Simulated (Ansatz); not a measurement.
Geometry optimisation, RKS B3LYP/def2-SVP in Ansatz.

input.yaml

```yaml
crystal:
  periodic: [false, false, false]
  atoms:
    - { symbol: Hf, position_ang: [0.0, 0.0, 0.0] }
    - { symbol: F, position_ang: [0.0, 0.0, 1.98] }
    - { symbol: O, position_ang: [1.952, 0.0, -0.6893] }
    - { symbol: H, position_ang: [2.2684, -0.9521, -0.806] }
    - { symbol: F, position_ang: [-0.9326, 1.6157, -0.6593] }
    - { symbol: O, position_ang: [-0.975, -1.6891, -0.6893] }
    - { symbol: H, position_ang: [-1.4296, -2.1548, 0.0831] }
basis:
  gaussian: { orbitals: def2-SVP }
hamiltonian:
  xc: b3lyp
relax:
  f_tol: 0.02
  max_steps: 40
```

Command:

```bash
$ ansatz run input.yaml --threads 2 --pin off --max-ram 3072MiB --backend cpu --events-out ev --progress --plain --runs-dir out
```

Q: Where does it end, and by what steps?

A: The run converged. After 6 steps the energy has fallen by 0.806 eV; H7 moved furthest, 0.56 Å.

| step | energy less start (eV) | largest force component (eV/Å) | accepted |
| --- | --- | --- | --- |
| 0 | 0.0000 | 2.481 | yes |
| 1 | -0.4795 | 1.451 | yes |
| 2 | -0.5997 | 0.610 | yes |
| 3 | -0.6753 | 0.416 | yes |
| 4 | -0.7618 | 0.211 | yes |
| 5 | -0.8022 | 0.182 | yes |
| 6 | -0.8061 | 0.018 | yes |

```xyz
7
Properties=species:S:1:pos:R:3
Hf -0.010 -0.065 0.107
F 0.117 0.247 2.005
O 1.760 -0.327 -0.607
H 2.611 -0.552 -0.985
F -0.802 1.490 -0.714
O -1.144 -1.589 -0.206
H -1.649 -2.384 -0.381
```

Run time: 8.8 s on 2 threads of AMD EPYC 9R45 96-Core Processor (Zen 5), with other jobs on the host, peak memory 0.22 GiB.
